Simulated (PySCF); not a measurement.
A run for PySCF: R-B3LYP/3-21G on CH2F2 (SMILES FCF).

```python
from pyscf import gto, scf, dft, mp
from pyscf.data.elements import chemcore

mol = gto.M(
    atom='''
    F     1.38340158   -0.13233627    3.71442610
    C     0.15468555    0.26763890    4.14804426
    F    -0.10896483    1.49444345    3.61587292
    H     0.18090215    0.35755680    5.23510261
    H    -0.59112873   -0.43864932    3.78325655
    ''',
    basis='3-21g',
    charge=0, spin=0, verbose=3, max_memory=1800)
mf = dft.RKS(mol, xc='b3lyp')
mf.conv_tol = 1e-8
mf.max_cycle = 100
mf.kernel()
if not mf.converged:
    mf = mf.newton().run(mf.mo_coeff, mf.mo_occ)
```

Task: What total energy does the run end on?

Result: -237.6699 hartree.
